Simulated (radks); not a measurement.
Excited configurations of Mn+: one electron is placed in a higher orbital outside [Ar] 3d5. The ground configuration is [Ar] 3d5 4s1. Method: Dirac Kohn-Sham, PBE, spin-unpolarised, spherical densities, point nucleus; open shells are shared between the two j in proportion to 2j + 1; computed with a radial shooting solver on a logarithmic mesh with Libxc functionals. Excitation = E - E(ground); binding = E(ion) - E, where the ion is the core of charge +2; n* = 2/sqrt(2 binding) in atomic units, and the quantum defect is n - n*. Eigenvalue and <r> are those of j = l + 1/2.

outer orbital,excitation (eV),binding (eV),quantum defect,eigenvalue (eV),<r> (bohr)
4f,12.121,3.478,0.044,-2.484,8.797
5s,8.947,6.652,2.140,-5.239,6.341
5p,10.288,5.311,1.799,-4.120,7.525
5d,12.124,3.475,1.043,-2.651,10.74
5f,13.262,2.336,0.174,-1.784,15.03
7s,13.171,2.428,2.266,-1.963,17.52
7d,13.975,1.624,1.210,-1.309,24.95

The Delta-SCF ionisation energy is 15.599 eV (NIST Atomic Spectra Database: 15.640 eV, measured). Self-interaction in the functional shifts the binding energies and quantum defects, so they are the method's values and not measured ones. Spin polarisation and multiplet splitting are left out, so open shells lie too high by an amount that depends on their filling.

Beside tabulated values, note that spin-unpolarised runs miss the spin-polarisation part of the exchange energy of open shells.
